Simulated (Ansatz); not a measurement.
Ligand exchange: C4H10O + AuSH → C4H10S + AuOH

Species: C4H10O (2-methyl-1-propanol) `CC(C)CO`, singlet; AuSH `[SH][Au]`, singlet; C4H10S (isobutyl mercaptan) `CC(C)CS`, singlet; AuOH `[OH][Au]`, singlet. The partners trade OH for SH: C–OH and Au–SH bonds give way to C–SH and Au–OH.

Shapes, held fixed at every level: PBE0-D4/def2-TZVP. Flexible molecules stand in one conformer, not always the lowest. Programs: Ansatz 0.2.0. Electronic energies: no zero-point or thermal term.

| level | kind | ΔE (kJ/mol) | less CCSD(T)/def2-TZVPP |
| --- | --- | --- | --- |
| PBE-D4/def2-TZVPP | GGA | +112.9 | -5.8 |
| r2SCAN-D4/def2-TZVPP | meta-GGA | +117.5 | -1.2 |
| B3LYP-D4/def2-TZVPP | global hybrid | +116.6 | -2.1 |
| PBE0-D4/def2-TZVPP | global hybrid | +123.6 | +4.9 |
| B2PLYP/def2-TZVPP | double hybrid | +118.7 | 0.0 |
| MP2/def2-TZVPP | perturbation theory | +122.0 | +3.3 |
| CCSD(T)/def2-TZVPP | coupled cluster or CI | +118.7 | 0.0 |

The highest level, CCSD(T)/def2-TZVPP, gives ΔE = +118.7 kJ/mol; the levels span +112.9 to +123.6. The column of differences is taken from that level and isn't an error. No measured value is set beside it here. T1 is large for AuSH (0.025), AuOH (0.030), so single-reference values are less sure there. For atoms past krypton def2 sets carry core potentials with scalar relativity. Outer-core shells of Au are correlated in most correlated rows, in sets that cover them unevenly.
